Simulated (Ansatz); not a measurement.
One change: `C[SiH](C)[SiH3]` becomes `C[Si](C)(O)[SiH3]`.

Ansatz, PBE0-D4/def2-TZVP geometries, multiplicity 1. Each molecule was computed in one conformer, which needn't be the lowest.

```json
{"property": "HOMO–LUMO gap (B3LYP/def2-TZVPP) / eV", "`C[SiH](C)[SiH3]`": "7.74"}
{"property": "size of the dipole moment (PBE/def2-TZVPP) / D", "`C[SiH](C)[SiH3]`": "1.20"}
{"property": "LUMO energy (ωB97M-V/def2-TZVPP) / eV", "`C[SiH](C)[SiH3]`": "1.98"}
{"property": "size of the dipole moment (ωB97M-V/def2-TZVPP) / D", "`C[SiH](C)[SiH3]`": "1.15"}
{"property": "LUMO energy (PBE/def2-TZVPP) / eV", "`C[SiH](C)[SiH3]`": "-0.41"}
{"property": "LUMO energy (PBE0/def2-TZVPP) / eV", "`C[SiH](C)[SiH3]`": "0.39"}
```

(1) Give the same properties after the change, and the shifts. (An estimate is asked.)

Answers

(1) The calculation gave: 
```
                                          property  `C[Si](C)(O)[SiH3]`  shift
             HOMO–LUMO gap (B3LYP/def2-TZVPP) / eV                 7.15  -0.59
    size of the dipole moment (PBE/def2-TZVPP) / D                 1.11  -0.09
             LUMO energy (ωB97M-V/def2-TZVPP) / eV                 1.80  -0.18
size of the dipole moment (ωB97M-V/def2-TZVPP) / D                 1.11  -0.04
                 LUMO energy (PBE/def2-TZVPP) / eV                -0.69  -0.28
                LUMO energy (PBE0/def2-TZVPP) / eV                 0.17  -0.22
```

With PBE0 the HOMO rises by 0.34 eV and the LUMO falls by 0.22 eV, so the gap narrows by about 0.56 eV. PBE moves the HOMO by 0.41 eV and ωB97M-V by 0.31 eV. Dipoles are sizes alone; their direction can turn.

B3LYP here is the variant with VWN-RPA as its local correlation; programs differ in this.

Positive LUMOs are unbound, so they and the gaps depend on the basis.
